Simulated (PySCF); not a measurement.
Species: C6H10FO (doublet state).
SMILES with atom numbers: `[CH2:1]=[CH:2][C@@H:3]([F:4])[CH2:5][O:6][CH:7][CH3:8]` (hydrogens: H9, H10 on C1; H11 on C2; H12 on C3; H13, H14 on C5; H15 on C7; H16, H17, H18 on C8)

Structure used (GFN2-xTB), in Å, numbered top down from 1:
```
atom  x, y, z in Å
C1    -2.8012    0.2313    1.0619
C2    -2.4432    0.1094   -0.2038
C3    -1.0924   -0.3539   -0.6451
F4    -1.1963   -0.9667   -1.8775
C5    -0.0981    0.8243   -0.7632
O6     1.2301    0.3999   -0.8223
C7     1.7484   -0.1082    0.3404
C8     3.1159   -0.6658    0.2634
H9    -2.1346   -0.0292    1.8676
H10   -3.7740    0.5949    1.3418
H11   -3.1161    0.3639   -1.0099
H12   -0.6640   -1.1008    0.0378
H13   -0.2596    1.4923    0.0953
H14   -0.2913    1.3638   -1.6930
H15    1.3534    0.2827    1.2686
H16    3.2575   -1.4214    1.0349
H17    3.8875    0.1012    0.4077
H18    3.2692   -1.1114   -0.7163
```

The hyperfine couplings belong to this conformer and change with its torsions.

Computed, not measured: UKS B3LYP, pcH-1 on C F H O, non-relativistic, mean-field spin-orbit, GIAO (PySCF). Geometry: GFN2-xTB, one conformer, isolated molecule. The geometry wasn't refined by DFT: couplings that depend on bond lengths, twists or pyramidal angles can differ widely from those at the functional's own minimum. Stability of the SCF solution: not tested.

(1) Give the principal g shifts and their parts.

(2) What effective moment and Curie constant follow for a powder?

(3) What are the electron Larmor frequencies g μB B/h along the three axes at 330 mT?

(4) At 9.403 GHz, how far is the centre of the isotropic spectrum from where a free electron (g = 2.002319) resonates?

(5) In a frozen sample, at which fields do the three g values resonate at 9.5, 34, 94 and 263 GHz (hyperfine left aside), and which band first spreads them over more than twice a line width of 1.0 mT?

## Answers

(1) 
```
                    Δg (ppm)     1     2     3
relativistic mass correction  -183  -183  -183
            gauge correction     1    47    51
   orbital Zeeman/spin–orbit   -24  1297  1990
                       total  -206  1161  1857
```

So g = 2.00211, 2.00348, 2.00418 and g_iso = 2.00326; the tensor is rhombic: the two nearest values differ by 34 % of g3 − g1. Axes: g2 points within 14° of the O6–C7 bond.

(2) With the mean of g² = 4.0130 and S(S+1) = 0.75: μ_eff = √(⟨g²⟩S(S+1)) = 1.735 μB and χT = 0.12505·⟨g²⟩·S(S+1) = 0.376 cm³ K/mol (cgs; spin-Hamiltonian part alone).

(3) 9.2473, 9.2536, 9.2568 GHz for g1, g2 and g3, a range of 9.5 MHz.

(4) B = hν/(g μB) with μB/h = 13.99624 MHz/mT gives 335.52 mT for the free electron and 335.37 mT at g_iso, 0.16 mT lower.

(5) 
```tsv
band	GHz	B(g3) mT	B(g2) mT	B(g1) mT	spread mT
X	9.5	338.67	338.79	339.02	0.35
Q	34.0	1212.08	1212.50	1213.33	1.25
W	94.0	3351.05	3352.21	3354.50	3.45
J	263.0	9375.80	9379.06	9385.46	9.66
```

The spread grows in proportion to the frequency. W band is the first where it exceeds 2.0 mT.

The Mulliken spin populations are largest on C7 (+0.89), O6 (+0.10), C8 (-0.07) and H17 (+0.06). C7 is the only atom above +0.15. The positive populations add up to 1.12 and the negative ones to -0.12, together 2S = 1. The angles at C7 add up to 354.8°, so it is nearly planar; its axial dipolar tensor and the negative coupling of its proton fit spin in a p orbital normal to that plane.

The HOMO–LUMO gaps are 4.20 eV among the α and 6.53 eV among the β orbitals.

Time: 2.1 min wall (grids of density and orbitals included); peak memory 0.97 GiB. Hardware: one thread of an Intel Xeon at 2.70 GHz, shared host with 64 logical CPUs at a one-minute load of 55.
